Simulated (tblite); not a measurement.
A tight-binding relaxation on `BN(B(C)C#C)C1CC1`.

Computed with GFN2-xTB geometry optimisation, gas phase (tblite 0.8.0). Start geometry: from a force field or distance geometry. A driver script takes a list of jobs; this job's settings line and coordinates (Å) are shown.

Command:
```bash
OMP_NUM_THREADS=1 python probes_run.py task.json out
```

Input:
```
{"job": {"kind": "relax", "xc": "GFN2-xTB", "basis": "xTB"}, "charge": 0, "multiplicity": 1}
B     -0.428700     1.828200     0.339900
N     -0.190400     0.357400     0.173600
B      1.233300     0.029100    -0.265200
C      1.824600    -1.351000     0.188200
C      2.179500     1.224400    -0.404100
C      2.915400     2.175100    -0.519700
C     -1.205400    -0.345300    -0.545800
C     -2.603200    -0.326700     0.005700
C     -1.757400    -1.573200     0.196000
H     -0.014200     2.678800    -0.333600
H     -0.797900     2.163700     1.435200
H      2.042000    -1.274200     1.284500
H      2.726800    -1.663800    -0.352400
H      1.042600    -2.135300     0.091400
H      3.555400     3.032400    -0.607400
H     -1.079000    -0.549200    -1.625700
H     -2.801300     0.274500     0.929000
H     -3.433200    -0.381400    -0.770300
H     -1.905200    -2.454800    -0.437500
H     -1.308800    -1.698000     1.215400
```

Output:
```
step      E/eV     max force
  0    -645.81991    3.587
  1    -646.25471    2.435
  2    -646.52037    3.580
  3    -646.53130    5.205
  4    -646.69961    1.064
  5    -646.73418    0.500
  6    -646.77766    1.193
  7    -646.81737    1.002
  8    -646.85293    0.456
  9    -646.88616    0.412
... (130 lines left out)
140    -647.67596    0.019
141    -647.67603    0.022
142    -647.67610    0.024
143    -647.67616    0.018
144    -647.67622    0.019
145    -647.67628    0.022
146    -647.67633    0.027
147    -647.67638    0.020
148    -647.67641    0.010
149    -647.67642    0.009
```

«max force» is the largest atomic force in eV/Å.

Question: From which step on does the largest force stay under 0.1 eV/Å, and how much energy is left to gain from there?

Answer: From step 90 (0.079 eV/Å), 9.6 meV above the end.

In short: energy lowered by 42.8 kcal/mol over 149 steps; largest atomic force 0.009 eV/Å at the end.

Question: Give the final coordinates.

Answer: 0.830 Å rms from the input after alignment:
```
atom  x, y, z in Å
B1    -0.6533    1.9404   -0.3095
N2    -0.2280    0.5970   -0.2732
B3     1.1494    0.2120   -0.2164
C4     1.6179   -1.2919   -0.4115
C5     2.2245    1.2473    0.0495
C6     3.1396    1.9988    0.2683
C7    -1.2170   -0.4479   -0.4056
C8    -2.4591   -0.4252    0.4309
C9    -1.4012   -1.4560    0.6901
H10    0.1369    2.7927   -0.1946
H11   -1.7881    2.1828   -0.4736
H12    1.6183   -1.8099    0.5474
H13    2.6348   -1.3514   -0.7938
H14    0.9728   -1.8617   -1.0757
H15    3.9209    2.6765    0.4604
H16   -1.3216   -0.8076   -1.4261
H17   -2.5642    0.3737    1.1483
H18   -3.3895   -0.7337   -0.0210
H19   -1.5952   -2.4836    0.4219
H20   -0.8031   -1.3416    1.5813
```

Question: Estimate the wall time. Hardware: an Intel Xeon at 2.50 GHz with one thread, no GPU (shared host).

Answer: About 3.6 s.
Labels such as C1 count atoms from 1, the log's own numbers from 0.
